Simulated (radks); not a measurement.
Charge is removed step by step from the 3d level of the copper ion Cu+, starting from [Ar] 3d10. Calculated with a radial shooting solver on a logarithmic mesh with Libxc functionals: non-relativistic Kohn-Sham, LDA (Slater exchange, Perdew-Wang correlation), spin-unpolarised, spherical densities, point nucleus.

removed (e)  E - E(0) (eV)  eigenvalue (eV)  E minus straight line (eV)
0                    0.000          -14.100                       0.000
0.125                1.875          -15.904                      -0.856
0.25                 3.979          -17.771                      -1.482
0.375                6.320          -19.700                      -1.870
0.5                  8.906          -21.688                      -2.014
0.625               11.744          -23.733                      -1.906
0.75                14.842          -25.833                      -1.539
0.875               18.205          -27.987                      -0.906
1                   21.841          -30.193                       0.000

Removing the whole electron costs 21.841 eV by Delta-SCF, against 14.100 eV from minus the eigenvalue at the starting occupation. Slater's transition state (half an electron removed) gives 21.688 eV. Integrating minus the eigenvalue over the occupation (Janak's theorem) gives 21.841 eV. The mean slope of the eigenvalue, de/dn, is 16.1 eV per electron. Ionisation energy of Cu+ in the NIST Atomic Spectra Database: 20.292 eV (measured).

Beside tabulated values, note that spin-unpolarised runs miss the spin-polarisation part of the exchange energy of open shells.
